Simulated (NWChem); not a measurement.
Species: C3H4ClF; SMILES C/C(Cl)=C\F

Results from NWChem. Pople sets run with spherical d functions. The geometry was optimised at B3LYP/6-31G* (spherical d). Level: B3LYP/6-31G* with SMD (1 M gas to 1 M solution), gas-phase geometry.

For solvent toluene:

| Property | Value |
|---|---|
| solvation free energy (kcal/mol) | -2.8 |
| cavity-dispersion-structure term (kcal/mol) | -1.2 |

Estimate the same quantities for solvent water.


- solvation free energy (kcal/mol) = 0.8
- cavity-dispersion-structure term (kcal/mol) = 3.6
